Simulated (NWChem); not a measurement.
System meant: C2H3BFNO; SMILES B1(C=NCO1)F

The following NWChem deck was run.

```
start job
memory heap 200 mb stack 900 mb global 1100 mb
geometry units angstroms noautoz
  F      0.105754    -2.114871     0.000000
  B      0.075103    -0.785116     0.000000
  C      1.223809     0.292360     0.000000
  N      0.681418     1.472679     0.000000
  C     -0.749107     1.302858     0.000000
  O     -1.102533    -0.086220     0.000000
  H      2.325653     0.205042     0.000000
  H     -1.187203     1.791215     0.898664
  H     -1.187203     1.791215    -0.898664
end
basis spherical
  * library def2-svp
end
dft
  xc pbe0
  iterations 4
  mulliken
end
task dft energy
```

End of the output:

```
    Atom       Charge   Shell Charges
 -----------   ------   -------------------------------------------------------
    1 F    9     8.95   1.98  0.98  0.70  3.20  2.09  0.01
    2 B    5     5.16   1.96  0.50  0.22  1.41  0.59  0.49
    3 C    6     6.02   1.97  0.62  0.34  1.83  1.15  0.11
    4 N    7     7.08   1.97  0.82  0.49  2.17  1.57  0.06
    5 C    6     5.88   1.96  0.60  0.29  1.82  1.04  0.16
    6 O    8     8.03   1.97  0.89  0.57  2.70  1.87  0.02
    7 H    1     0.96   0.63  0.26  0.07
    8 H    1     0.96   0.64  0.25  0.06
    9 H    1     0.96   0.64  0.25  0.06

 center of mass
 --------------
 x =   0.00436185 y =  -0.14456222 z =   0.00000000

 moments of inertia (a.u.)
 ------------------
         540.231303664521          -0.000000000000           0.000000000000
          -0.000000000000         217.267762097072           0.000000000000
           0.000000000000           0.000000000000         745.872874078768

     Multipole analysis of the density
     ---------------------------------

     L   x y z        total         alpha         beta         nuclear
     -   - - -        -----         -----         ----         -------
     0   0 0 0     -0.000000    -22.000000    -22.000000     44.000000

     1   1 0 0      0.008774      0.004387      0.004387     -0.000000
     1   0 1 0      0.308152      0.154076      0.154076     -0.000000
     1   0 0 1     -0.000000     -0.000000     -0.000000      0.000000

     2   2 0 0    -24.251111    -72.231489    -72.231489    120.211866
     2   1 1 0     -3.514153      1.396521      1.396521     -6.307195
     2   1 0 1     -0.000000     -0.000000     -0.000000      0.000000
     2   0 2 0    -27.884092   -149.205425   -149.205425    270.526758
     2   0 1 1      0.000000      0.000000      0.000000      0.000000
     2   0 0 2    -23.411984    -14.589973    -14.589973      5.767962

 ------------------------------------------------------------------------
 dft energy failed                                                                                  0
 ------------------------------------------------------------------------
 ------------------------------------------------------------------------
  current input line :
    22: task dft energy
 ------------------------------------------------------------------------
 ------------------------------------------------------------------------
 This type of error is most commonly associated with calculations not reaching convergence criteria
 ------------------------------------------------------------------------
 For more information see the NWChem manual at https://nwchemgit.github.io

0:dft energy failed:Received an Error in Communication
```

### Question
Can this run be used? If not, why, and what is the fix?

### Answer
The run did not converge; its last values are not results. Cause: the SCF was allowed too few iterations. This input runs:
```
start job
memory heap 200 mb stack 900 mb global 1100 mb
geometry units angstroms noautoz
  F      0.105754    -2.114871     0.000000
  B      0.075103    -0.785116     0.000000
  C      1.223809     0.292360     0.000000
  N      0.681418     1.472679     0.000000
  C     -0.749107     1.302858     0.000000
  O     -1.102533    -0.086220     0.000000
  H      2.325653     0.205042     0.000000
  H     -1.187203     1.791215     0.898664
  H     -1.187203     1.791215    -0.898664
end
basis spherical
  F library def2-svp
  B library def2-svp
  C library def2-svp
  N library def2-svp
  O library def2-svp
  H library def2-svp
end
dft
  xc pbe0
  iterations 150
  mulliken
end
task dft energy
```
It converges to -332.16478 Ha (PBE0/def2-SVP).
